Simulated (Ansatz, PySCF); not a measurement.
Dimer: HF (SMILES F) (first 2 atoms) with C3H8 (SMILES CCC); geometry from B3LYP-D3(BJ)/def2-TZVP.
(charge 0, multiplicity 1):
```xyz
13

F     -0.36195     0.09118     0.36873
H     -0.49782     0.35623     1.24796
C      0.79640    -1.09198     3.54551
C      0.05651    -0.04532     4.37438
C     -0.75612     0.92224     3.51785
H      1.36913    -1.76995     4.18019
H      0.10048    -1.69632     2.95845
H      1.49411    -0.62315     2.84725
H      0.77370     0.52169     4.97419
H     -0.60999    -0.54336     5.08387
H     -1.28091     1.66510     4.12038
H     -0.10625     1.47684     2.83158
H     -1.52047     0.38753     2.94277
```

Basis-set superposition error: the interaction energy with monomers in their own basis, and in the dimer's basis (counterpoise).

The values were computed with Ansatz (a program for electronic structure) with Gaussian orbitals; PySCF for M06-2X. 

| level | uncorrected (kJ/mol) | counterpoise (kJ/mol) | difference |
|---|---|---|---|
| HF/aug-cc-pVDZ | -1.3 | 0.2 | 1.6 |
| HF/aug-cc-pVTZ | -0.5 | -0.1 | 0.5 |
| PBE/def2-TZVPPD | -8.1 | -7.9 | 0.3 |
| BLYP/def2-TZVPPD | -2.4 | -2.2 | 0.3 |
| BHLYP/def2-TZVPPD | -6.1 | -5.9 | 0.2 |
| M06-2X/def2-TZVPPD | -11.0 | -10.7 | 0.3 |
| wB97M-V/def2-TZVPPD | -9.5 | -9.3 | 0.2 |
| B2PLYP/def2-TZVPPD | -6.5 | -5.8 | 0.7 |
| SCS-MP2/aug-cc-pVTZ | -8.0 | -5.5 | 2.5 |
| CCSD(T)/aug-cc-pVDZ | -11.3 | -6.0 | 5.3 |

The error is largest for CCSD(T)/aug-cc-pVDZ (5.3 kJ/mol) and smallest for BHLYP/def2-TZVPPD (0.2 kJ/mol).
